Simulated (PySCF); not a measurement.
# `CN1CC[C@@H]([SiH3])N1C`: 4 charge schemes on one density

Species: C5H14N2Si.
Z-matrix (Å and degrees, GFN2-xTB geometry), rows numbered from 1:
```
C 
N   1  1.4450
C   2  1.4634  1  113.83
C   3  1.5271  2  105.70  1   135.31
C   4  1.5337  3  101.67  2   -27.24
Si  5  1.9120  4  114.74  3   -84.94
N   2  1.4352  1  110.76  3   123.70
C   7  1.4529  2  109.12  1   121.77
H   1  1.0896  2  108.36  3    64.09
H   1  1.0993  2  113.30  3   -57.23
H   1  1.0881  2  108.25  3  -177.87
H   3  1.0936  2  109.16  1  -103.50
H   3  1.0978  2  110.80  1    15.78
H   4  1.0885  3  112.32  2  -148.19
H   4  1.0922  3  110.59  2    90.41
H   5  1.0934  4  110.89  3   150.85
H   6  1.4666  5  108.19  4   -81.39
H   6  1.4658  5  111.27  4    36.44
H   6  1.4589  5  107.87  4   157.58
H   8  1.0884  7  108.00  2   -54.53
H   8  1.0895  7  108.59  2  -172.52
H   8  1.0976  7  113.46  2    65.88
```

Density: PBE0/pcSseg-1 (PySCF); schemes: Mulliken, IAO, Hirshfeld and ESP-fitted. Isolated species at its GFN2-xTB geometry (one conformer only).

Q: Tabulate the Mulliken, IAO, Hirshfeld and ESP-fitted charges.

A: In e; atoms taken as equivalent share a row and are averaged (×n: the atom named and its like, n in all):

| atom | environment | Mulliken | IAO | Hirshfeld | ESP-fitted |
| --- | --- | --- | --- | --- | --- |
| C1 | N-methyl carbon | -0.057 | -0.295 | -0.083 | -0.574 |
| N2 | hydrazine nitrogen | -0.462 | -0.198 | -0.060 | -0.153 |
| C3 | sp3 carbon bound to nitrogen | +0.004 | -0.168 | -0.033 | +0.108 |
| C4 | ring CH2 carbon | -0.214 | -0.275 | -0.077 | -0.475 |
| C5 | sp3 carbon bound to nitrogen | -0.325 | -0.281 | -0.071 | +0.049 |
| Si6 | SiH3 silicon | +0.529 | +0.588 | +0.297 | +0.300 |
| N7 | hydrazine nitrogen | -0.415 | -0.193 | -0.058 | -0.114 |
| C8 | N-methyl carbon | -0.044 | -0.298 | -0.085 | -0.601 |
| H9/H10/H11 | methyl hydrogen | +0.104 | +0.133 | +0.036 | +0.189 |
| H12 | methylene hydrogen | +0.130 | +0.145 | +0.039 | +0.062 |
| H13 | methylene hydrogen | +0.104 | +0.116 | +0.031 | +0.059 |
| H14 | methylene hydrogen | +0.131 | +0.140 | +0.044 | +0.157 |
| H15 | methylene hydrogen | +0.127 | +0.137 | +0.038 | +0.163 |
| H16 | methine hydrogen | +0.138 | +0.144 | +0.044 | +0.120 |
| H17/H18/H19 | Si–H hydrogen | -0.084 | -0.119 | -0.080 | -0.086 |
| H20/H21/H22 | methyl hydrogen | +0.098 | +0.133 | +0.036 | +0.196 |

Mean size of the charges over all atoms: ESP-fitted 0.198 e, IAO 0.188 e, Mulliken 0.161 e, Hirshfeld 0.064 e. Each set sums to the total charge, 0, to within 0.001 e. The ESP scheme is a least-squares fit of atom-centred charges to the potential on four shells outside the van der Waals surface, with the total charge fixed.

Some averages cover members that differ in this geometry: H9/H10/H11, ESP-fitted +0.160 to +0.216; H9/H10/H11, IAO +0.103 to +0.154; H20/H21/H22, IAO +0.106 to +0.154; H17/H18/H19, ESP-fitted -0.110 to -0.063 e.

Lowest charge. The schemes don't all agree: Mulliken N2 (-0.462); IAO C8 (-0.298); Hirshfeld C8 (-0.085); ESP-fitted C8 (-0.601).

Highest charge. All schemes agree: Mulliken Si6 (+0.529); IAO Si6 (+0.588); Hirshfeld Si6 (+0.297); ESP-fitted Si6 (+0.300).

Q: Sum the charges by element, for elements with more than one atom.

A: 
| element | atoms | Mulliken | IAO | Hirshfeld | ESP-fitted |
| --- | --- | --- | --- | --- | --- |
| C | 5 | -0.636 | -1.317 | -0.348 | -1.492 |
| N | 2 | -0.877 | -0.391 | -0.118 | -0.267 |
| H | 14 | +0.984 | +1.119 | +0.170 | +1.459 |

Q: How closely do the schemes follow one another over all atoms?

A: Correlation coefficient and root-mean-square difference: IAO with Hirshfeld 0.95, 0.139 e; Mulliken with IAO 0.86, 0.115 e; Mulliken with Hirshfeld 0.83, 0.150 e; IAO with ESP-fitted 0.79, 0.154 e; Hirshfeld with ESP-fitted 0.69, 0.202 e; Mulliken with ESP-fitted 0.54, 0.223 e.

Q: How many electrons does the IAO scheme count on N2?

A: Z − q = 7 − (-0.198) = 7.198.
